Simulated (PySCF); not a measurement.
Method: B3LYP-D3(BJ)/def2-TZVP // BP86-D3(BJ)/def2-SVP (PySCF). Gas-phase values, no solvent. One relaxed conformer stands for a flexible species; it need not be the lowest. B3LYP has the VWN-RPA correlation part, as in Gaussian. 

Reference species: [Sc(NH2)3] (neutral, multiplicity 1).

* **HOMO–LUMO gap**: 5.01 eV
* **coordination number**: 3
* **charge on the central atom (meta-Löwdin)**: 1.21 e
* **HOMO**: -6.33 eV

Changed species: [Sc(F)3] (0 of 3 F replaced by NH2; the reference has 3 of 3 F replaced by NH2).

**Question.** Give the shifts of the HOMO–LUMO gap, coordination number, charge on the central atom (meta-Löwdin) and HOMO.

**Answer.** the HOMO–LUMO gap goes up by 2.88 eV, to 7.89 eV; the coordination number is nearly the same; the charge on the central atom (meta-Löwdin) increases by 0.36 e, to 1.57 e; the HOMO decreases by 4.59 eV, to -10.92 eV.
